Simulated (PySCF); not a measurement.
C₄H₆F₂, SMILES C(F)(F)/C=C/C. Geometry: B3LYP-D3(BJ)/def2-SVP. One conformer was computed; it need not be the lowest.

Computed equilibrium geometry at B3LYP-D3(BJ)/def2-SVP (PySCF confirms it by a frequency run) as bond lengths and angles (one conformer of several):
Atoms: C1 C2 C3 C4 F5 F6 H7 H8 H9 H10 H11 H12. Bonds (Å): C1–C2 1.496, C1–H7 1.104, C1–H8 1.100, C1–H9 1.104, C2–C3 1.336, C2–H10 1.096, C3–C4 1.497, C3–H11 1.096, C4–F5 1.361, C4–F6 1.367, C4–H12 1.107. Bond angles (°): C2–C1–H7 110.7, C2–C1–H8 112.0, C2–C1–H9 110.9, H7–C1–H8 108.3, H7–C1–H9 106.3, H8–C1–H9 108.4, C1–C2–C3 125.2, C1–C2–H10 116.9, C3–C2–H10 117.9, C2–C3–C4 123.9, C2–C3–H11 121.5, C4–C3–H11 114.7, C3–C4–F5 111.6, C3–C4–F6 109.9, C3–C4–H12 112.6, F5–C4–F6 107.8, F5–C4–H12 107.6, F6–C4–H12 107.0.
